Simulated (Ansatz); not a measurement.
Reaction (atomization): `[CH3][In][N]=C=O`• → 2 C• + 3 H• + In• + N• + O•

Program: Ansatz. Geometries: PBE0-D4/def2-TZVP. ΔE: electronic, gas phase. CCSD(T)/CBS adds triple-zeta CCSD(T) − MP2 to the extrapolated MP2 energy (def2 sets, frozen cores). This one scheme is used for every species, atoms too. DFT in def2-TZVPP. No spin–orbit coupling; open shells (•) take unrestricted orbitals. Spin–orbit coupling would lower the free atoms: a little for C, O; strongly for In. Elements past krypton have def2 core potentials. Bonds to In are less sure, by a few kJ/mol each and by 10 to 20 or more in all where they break to atoms, as the def2 sets lack core-valence functions. One conformer a species, not always the lowest.

`[CH3][In][N]=C=O`•:

Cartesian coordinates in Å:
```
C -1.227 -1.211 0.782
In -0.666 0.863 0.290
N 1.162 0.873 -0.712
C 1.920 1.666 -1.204
O 2.689 2.400 -1.697
H -2.196 -1.242 1.274
H -1.243 -1.754 -0.163
H -0.439 -1.595 1.431
```

| level | ΔE (eV) | difference from CCSD(T)/CBS |
| --- | --- | --- |
| revPBE-D4 | 32.82 | 0.56 |
| r2SCAN0-D4 | 31.70 | -0.56 |
| BHLYP-D4 | 30.84 | -1.42 |
| CAM-B3LYP-D4 | 32.52 | 0.26 |
| revPBE | 32.36 | 0.10 |
| BHLYP | 30.61 | -1.65 |
| CAM-B3LYP | 32.38 | 0.12 |
| MP2/def2-QZVPP | 32.94 | 0.68 |
| HF/CBS(def2) | 21.84 | -10.42 |
| MP2/CBS(def2) | 33.33 | 1.07 |
| CCSD(T)/CBS | 32.26 | 0 |

Largest T1 diagnostic among the species: 0.018.

The D4 term adds +0.26 eV with B3LYP and +0.14 eV with PBE0; it sums over pairs of atoms, weighted by their polarisabilities, and B3LYP, whose exchange is more repulsive, gets the larger term. From r2SCAN to r2SCAN0 (25 % exact exchange), in def2-TZVPP and without D4, ΔE moves by −1.01 eV: exact exchange takes away binding that semilocal exchange gives to molecules.

B3LYP here is the variant with VWN-RPA as its local correlation; programs differ in this.

For atomizations the MP2-based limit and the directly extrapolated one differ by several kJ/mol either way, and by 10 to 25 for some Ge, Se and Sn compounds, so smaller differences from it don't rank the levels.
